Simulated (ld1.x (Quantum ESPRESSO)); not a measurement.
Tl: TM semilocal pseudisation with PBE, scalar-relativistic reference atom.

```json
{
 "Element": "Tl (Z = 81)",
 "Generator": "ld1.x (Quantum ESPRESSO) 7.5",
 "Type": "norm-conserving Troullier–Martins (semilocal form)",
 "Functional": "PBE",
 "Relativity": "scalar-relativistic",
 "Frozen core": "[Xe] 4f14",
 "Valence charge": "13",
 "Reference configuration": "5d10 6s2 6p1",
 "Partial waves": "6p (bound): rc 2.50 bohr; 5d (bound): rc 1.15 bohr; 6s (bound): rc 1.70 bohr",
 "Local potential": "the s channel",
 "Core correction": "a·sin(br)/r model core inside 0.70 bohr"
}
```

All-electron outer shells of the reference configuration (PBE, scalar-relativistic, ld1.x):

| shell | level (eV) | outermost node (bohr) | outermost maximum (bohr) |
| --- | --- | --- | --- |
| 4f | -114.03 | – | 0.36 |
| 5p | -76.10 | 0.50 | 0.91 |
| 5d | -15.49 | 0.53 | 1.11 |
| 6s | -9.55 | 1.04 | 2.08 |
| 6p | -2.37 | 1.23 | 2.91 |

Question: Does the generator finish with these settings?

Answer: Yes, a potential is produced and its reference levels are reproduced.

Question: Estimate the cutoffs (Ry, on a coarse ladder) from which the occupation-weighted sum of valence levels, in a spherical-Bessel basis at the reference potential, stays within 10 and 1 mRy of its value at 400 Ry.

Answer: 70 Ry and 100 Ry.

Question: Which valence shell sets the plane-wave cutoff?

Answer: 5d: its level needs 70 Ry to come within 1 mRy, against 50 Ry for 6s.

Question: Tests: 5d10 6s2 6p0; 5d10 6s1 6p0; 5d10 6s0 6p0; 5d9 6s2 6p1; 5d10 6s1 6p1; 5d10 6s2 6p1.3; 5d10 6s2 6p0.5. Which has the largest error in its energy relative to the reference configuration, and how large is it?

Answer: 5d10 6s0 6p0, with -65 meV (all-electron minus pseudo) on +56.09 eV.
